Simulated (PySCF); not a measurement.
**Do core-level shifts follow atomic charges?**

Compound: C6H11ClOSi.
SMILES with atom numbers: `[CH3:1][C@:2]1([C:3](=[O:4])[Cl:5])[CH2:6][C@H:7]([SiH3:8])[CH2:9]1`

Binding energies: delta-SCF UKS SCAN, pcX-2 on the ionised atom, pcseg-1 elsewhere, spin-free X2C in PySCF 2.14.0. Charges: PBE0/pcSseg-1 ground-state density, for the ionised atom.

```json
{"atom": "C7", "environment": "sp3 carbon bound to silicon", "C 1s (eV)": "290.40", "Mulliken (e)": "-0.541", "IAO (e)": "-0.390", "Hirshfeld (e)": "-0.111", "ESP (e)": "+0.200"}
{"atom": "C6", "environment": "four-membered-ring carbon", "C 1s (eV)": "290.88", "Mulliken (e)": "-0.010", "IAO (e)": "-0.250", "Hirshfeld (e)": "-0.067", "ESP (e)": "-0.486"}
{"atom": "C1", "environment": "methyl carbon", "C 1s (eV)": "291.05", "Mulliken (e)": "-0.114", "IAO (e)": "-0.407", "Hirshfeld (e)": "-0.116", "ESP (e)": "-0.593"}
{"atom": "C2", "environment": "sp3 carbon next to a carbonyl", "C 1s (eV)": "291.43", "Mulliken (e)": "-0.672", "IAO (e)": "-0.006", "Hirshfeld (e)": "+0.014", "ESP (e)": "+0.550"}
{"atom": "C3", "environment": "acyl halide carbon", "C 1s (eV)": "294.57", "Mulliken (e)": "+0.411", "IAO (e)": "+0.371", "Hirshfeld (e)": "+0.193", "ESP (e)": "+0.363"}
```

**Question.** Give the correlation coefficient and slope of binding energy on charge for each scheme.

**Answer.** Hirshfeld: r = 0.96, slope 12.4 eV per e; IAO: r = 0.93, slope 4.8 eV per e; Mulliken: r = 0.73, slope 2.8 eV per e; ESP: r = 0.41, slope 1.3 eV per e. On 5 points no scheme stands out.

**Question.** The point-charge model writes a binding energy as kq + V + constant, with V the potential of the other atoms' charges at the site. What does it give with the Hirshfeld charges?

**Answer.** V = Σ 14.40 eV Å × q/r over all other atoms: +1.50 eV at C7, +0.93 eV at C6, +1.84 eV at C1, -0.16 eV at C2, -2.70 eV at C3. Fitting binding energy − V to q gives k = 26.6 eV per e and leaves an rms residual of 0.37 eV, against 0.42 eV for the fit on q alone. The model has no term for differences in relaxation between sites.

The structure is a single PBE0-D3(BJ)/def2-SVP conformer in the gas phase; no vibrational or solvent corrections.

The values belong to the conformer `[CH3:1][C@:2]1([C:3](=[O:4])[Cl:5])[CH2:6][C@H:7]([SiH3:8])[CH2:9]1`: C1–C2–C3–O4 117°.
